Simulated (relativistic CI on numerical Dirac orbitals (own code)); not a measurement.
# d4 in a ligand field

Computed with a parametric ligand-field model of a d^n configuration (Racah B and C, spin-orbit zeta, crystal field), exact diagonalisation.

Field parameters in Wybourne normalisation: Td as Oh with Dq negative (B⁴₀ = 21Dq, B⁴₄ = √(5/14) B⁴₀). The field is a parameter set, without covalency.

B = 620 cm⁻¹, C = 2510 cm⁻¹ (C/B = 4.05), Td, no spin-orbit coupling. Tanabe-Sugano data, E/B above the lowest term (Δ = |10Dq|; b, c mark the second and third term of a kind):

```csv
Δ/B,5T2,5E,3T1,3T2,3T1(b),1A1,1T1
1.0,0.00,1.00,19.94,20.25,20.88,29.41,29.85
1.9,0.00,1.90,19.50,20.19,21.12,28.12,29.20
2.8,0.00,2.81,18.91,20.04,21.18,26.67,28.47
3.7,0.00,3.69,18.26,19.83,21.20,25.17,27.71
4.6,0.00,4.60,17.54,19.54,21.21,23.60,26.91
5.5,0.00,5.50,16.79,19.19,21.21,21.99,26.10
6.4,0.00,6.40,16.01,18.79,21.21,20.36,25.28
7.3,0.00,7.31,15.22,18.34,21.22,18.71,24.45
8.2,0.00,8.19,14.43,17.85,21.22,17.08,23.62
9.1,0.00,9.10,13.62,17.31,21.23,15.40,22.78
10.0,0.00,10.00,12.80,16.74,21.23,13.72,21.93
10.9,0.00,10.90,11.98,16.14,21.23,12.02,21.08
11.8,0.00,11.81,11.15,15.52,21.24,10.32,20.22
12.7,0.00,12.69,10.33,14.88,21.24,8.64,19.38
13.6,0.00,13.60,9.49,14.22,21.24,6.92,18.52
14.5,0.00,14.50,8.64,13.53,21.25,5.20,17.65
15.4,0.00,15.40,7.80,12.83,21.25,3.47,16.78
16.3,0.00,16.31,6.95,12.12,21.25,1.74,15.92
17.2,0.00,17.19,6.11,11.40,21.26,0.04,15.06
18.1,1.70,19.80,6.95,12.36,22.96,0.00,15.89
19.0,3.44,22.44,7.84,13.36,24.71,0.00,16.75
19.9,5.19,25.09,8.72,14.34,26.45,0.00,17.62
20.8,6.94,27.74,9.61,15.32,28.20,0.00,18.49
21.7,8.66,30.35,10.48,16.28,29.92,0.00,19.35
```

The ground term changes from 5T2 to 1A1 between Δ/B = 17.2 and 18.1.
